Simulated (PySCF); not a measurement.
# boron trifluoride: bond dissociation enthalpies at several levels

Structure: `FB(F)F` (BF3). Optimised structure (Å), atoms numbered from 1:
```
F     1.2219   -0.4789    0.0181
B     0.0045    0.0020   -0.0114
F    -1.0200   -0.8119   -0.0792
F    -0.1856    1.2976    0.0271
```

All levels share the PBE0-D3(BJ)/def2-SVP structures and the PBE0-D3(BJ)/def2-SVP thermal terms; only the single-point energies (PySCF) change. Values are bond dissociation enthalpies (298 K, kJ/mol).

```tsv
level	F1–B2
M06-2X/def2-TZVP	711
ωB97M-D3(BJ)/pcseg-2 (grid 2)	713
```

The spread: 2 kJ/mol, from 711 to 713.

---

How the method moves the bond dissociation enthalpies of trimethylgallium

Structure: `[CH3][Ga]([CH3])[CH3]` (C3H9Ga). Non-hydrogen atoms are numbered in `[CH3:1][Ga:2]([CH3:3])[CH3:4]`.

All levels share the PBE0-D3(BJ)/def2-SVP structures and the PBE0-D3(BJ)/def2-SVP thermal terms; only the single-point energies (PySCF) change. Values are bond dissociation enthalpies (298 K, kJ/mol).

```csv
level,C1–H
M06-L/def2-SVPD (grid 4),403
M06-2X/def2-TZVP,409
```

The spread: 6 kJ/mol, from 403 to 409.

Known limits: spin-orbit coupling is left out of the energies, which matters for open shells on the heavier atoms; atoms from Ga to Kr are treated without relativity.

---

# Level of theory and bond dissociation enthalpies: nitrosyl fluoride

Structure: `O=NF` (FNO). Numbering: `[O:1]=[N:2][F:3]`

All levels share the PBE0-D3(BJ)/def2-SVP structures and the PBE0-D3(BJ)/def2-SVP thermal terms; only the single-point energies (PySCF) change. Values are bond dissociation enthalpies (298 K, kJ/mol).

| level | N2–F3 | time |
| --- | --- | --- |
| M06-2X/def2-TZVP | 241 | – |
| OPBE/def2-TZVP (grid 2) | 302 | 2.8 s |
| PBE-D3(BJ)/cc-pVTZ (grid 2, guess huckel) | 317 | 2.8 s |

Times are wall times for all single points of a level on 1 thread of Arm Neoverse V1, a shared host; the dash marks the run that also made the structures. OPBE, PBE ran on a slower path of this set-up, which computes the density-fitting integrals anew in every SCF cycle while the other levels store them. So the times needn't show the usual order of cost, and those levels read slower than they are.

The spread: 76 kJ/mol, from 241 to 317.
